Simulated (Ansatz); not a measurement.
`F[Si](F)(Cl)[GeH3]` + `O[AsH2]` → `O[AsH][GeH3]` + `F[SiH](F)Cl`  (cleavage of the Ge–Si bond)

Program: Ansatz. Geometries: PBE0-D4/def2-TZVP. ΔE: electronic, gas phase. CCSD(T)/CBS adds triple-zeta CCSD(T) − MP2 to the extrapolated MP2 energy (def2 sets, frozen cores). Functionals use def2-TZVPP. HSE06 is defined as in plane-wave codes. For As, Ge outer-core shells are correlated without core-valence functions, which leaves a few kJ/mol of doubt a bond. Scalar relativity is left out up to krypton. One conformer a species, not always the lowest.

(1) Is it downhill or uphill in electronic energy at CCSD(T)/CBS, and by how much? (Best estimate.)

(2) What do these levels give: BLYP-D4, r2SCANh-D4, HSE06, MP2/def2-SVP, HF/def2-TZVPP, SCS-MP2/def2-TZVPP? (Best estimate.)

Largest T1 diagnostic among the species: 0.012.

Answers

(1) Ansatz gave: Downhill: ΔE = -24.1 kJ/mol.

(2) Computed: BLYP-D4 -22.4, r2SCANh-D4 -23.3, HSE06 -22.1, MP2/def2-SVP -26.6, HF/def2-TZVPP -30.7, SCS-MP2/def2-TZVPP -29.7 kJ/mol.

Leaving LDA and LC-ωPBE aside and taking each functional with its dispersion term where it has one, the values, not all of them listed here, spread over 9.8 kJ/mol, from B2PLYP to B97M-V.
